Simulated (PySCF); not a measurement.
Below is a simulated gas-phase Si 2p photoelectron spectrum of `Br[SiH](Br)Br`.

Every computed line was given a Gaussian of 1.0 eV full width at half maximum and an area set by the number of equivalent atoms (split 2:1 within a doublet); the highest printed point is 100. Method: delta-SCF UKS SCAN, pcX-2 on the ionised atom, pcseg-1 elsewhere, spin-free X2C in PySCF.

(binding energy (eV), intensity): (107.8, 0), (107.9, 0), (108.0, 1), (108.1, 2), (108.2, 3), (108.3, 6), (108.4, 10), (108.5, 16), (108.6, 24), (108.7, 34), (108.8, 46), (108.9, 59), (109.0, 72), (109.1, 83), (109.2, 92), (109.3, 98), (109.4, 100), (109.5, 98), (109.6, 94), (109.7, 87), (109.8, 79), (109.9, 69), (110.0, 59), (110.1, 49), (110.2, 40), (110.3, 31), (110.4, 23), (110.5, 16), (110.6, 11), (110.7, 7), (110.8, 4), (110.9, 3), (111.0, 1), (111.1, 1), (111.2, 0), (111.3, 0)

Question: How many maxima does the curve show, and how many computed lines lie under it?

Answer: The curve has 1 maximum (at 109.4 eV). Under it lie 2 lines from 1 inequivalent silicon site, drawn as a 2p3/2, 2p1/2 pair. At this width some lines have no maximum of their own.

Question: Decompose the envelope and assign each component. Numbering: `[Br:1][SiH:2]([Br:3])[Br:4]`.

Answer: 
| position (eV) | relative area | line | atoms | environment |
| --- | --- | --- | --- | --- |
| 109.27 | 0.67 | Si 2p3/2 | Si2 | SiH silicon |
| 109.90 | 0.33 | Si 2p1/2 | Si2 | SiH silicon |

Question: What are the centre and the root-mean-square width of the whole band?

Answer: The area-weighted mean of the lines is 109.48 eV. Their own spread about it is 0.30 eV (rms) and each Gaussian has σ = 1.0/2.355 = 0.42 eV; the variances add, which gives 0.52 eV.

Shake-up satellites, vibrational structure and lifetime widths aren't simulated. For 2p shells one spin-free hole was relaxed; a mean-field spin–orbit operator and the ground-state splitting of the three 2p orbitals were then diagonalised within the shell. The shell's mean is (2 × 2p3/2 + 2p1/2)/3, and the degeneracies 2j + 1 give areas of 2:1. 2p1/2 minus 2p3/2 (ligand field included): Si 0.63 eV. Isolated species at its PBE0-D3(BJ)/def2-SVP geometry, gas phase.

Time: 5.7 s wall. Hardware: an Arm Neoverse V1 with one thread (shared host).
